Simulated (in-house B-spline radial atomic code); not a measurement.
## HSE06 excitations of neutral strontium

Method: HSE06. Computed with a B-spline radial code for spherical atoms: linear response of the closed shell [Kr] 5s2 with the functional's adiabatic kernel; scalar-relativistic (spin-free one-electron X2C), finite nucleus, no spin-orbit coupling, no double excitations, S, P, D and F terms only; shells from n = 3 respond.

Command:
```bash
python run_td.py task.json out
```
Settings (radii: box in bohr, nucleus in fm):
```
Z                        38
electrons                38
configuration            [Kr] 5s2
hamiltonian              x2c
method                   hse06
box_radius               75
rms_radius               4.224
intervals                77
```

Run time, properties included: 3.6 s on 1 thread of Arm Neoverse N1 (shared host).

The lowest states, in the order of their Tamm-Dancoff energies; the method's threshold (minus the highest occupied level) is 3.721 eV. Labels give the largest channel, * marks a mixed state, and oscillator strengths are full-response dipole values. Measured ¹D terms are left out, since they can mix with doubly excited terms. Semilocal kernels can invert the small singlet-triplet splittings of Rydberg terms. Energies in eV:

| state | full response | Tamm-Dancoff | oscillator strength | measured (J-weighted term) |
| --- | --- | --- | --- | --- |
| 5s → 5p 3P | 1.544 | 1.666 | - | 1.823 |
| 5s → 4d 3D | ? | ? | - | ? |
| 5s → 4d 1D | 2.362 | 2.374 | - | - |
| 5s → 5p 1P | 2.793 | 2.929 | 1.92 | 2.690 |
| 5s → 6s 3S | 3.413 | 3.419 | - | 3.600 |
| 5s → 6s 1S | ? | ? | - | ? |

Where does 5s → 6s 1S lie?

At 3.583 eV in full response, 3.589 eV in Tamm-Dancoff; measured 3.793 eV.

Where does 5s → 4d 3D lie?

At 1.620 eV in full response, 1.732 eV in Tamm-Dancoff; measured 2.263 eV.

How large is the singlet-triplet splitting of 5s → 4d (D terms) in Tamm-Dancoff?

0.642 eV, from the unrounded values.

What polarisabilities and dispersion coefficient does the method give?

Dipole 194.8 bohr³, quadrupole 4875 bohr⁵, C6 3136 hartree·bohr⁶ for two such species. Recommended dipole value: 197.2 ± 0.2 bohr³ (Schwerdtfeger and Nagle, table of static dipole polarizabilities (2023 update)), which includes relativity and correlation.
